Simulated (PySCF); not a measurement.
A series of trigonal planar complexes of Different ions with Cl ligands

All values are computed with PySCF: state-averaged CASSCF of the d shell with SC-NEVPT2, spin-free X2C, triple-zeta basis on the metal and double-zeta on the ligands, mean-field spin-orbit coupling; model geometries with bond lengths from ionic radii.

| complex | point group | M–L / Å | L–M–L / ° | solvent |
| --- | --- | --- | --- | --- |
| [FeCl3]- | D3h | 2.31 | 120 | water |
| TiCl3 | D3h | 2.20 | 120 | none |
| FeCl3 | D3h | 2.17 | 120 | none |
| [CrCl3]- | D3h | 2.33 | 120 | water |

Problem. What are the ground states and moments?

Solution. 
```
 complex  shell  ground state (NEVPT2)  total orbital splitting (CASSCF fit) / cm⁻¹  μeff(300 K) / μB
[FeCl3]-     d6                   5A1'                                         5337              5.65
   TiCl3     d1                   2A1'                                        13357              1.78
   FeCl3     d5                   6A1'                                        11228              5.92
[CrCl3]-     d4                    5E'                                         6360              4.49
```

The trigonal planar shape is imposed. Real complexes may take another, with another ground state.
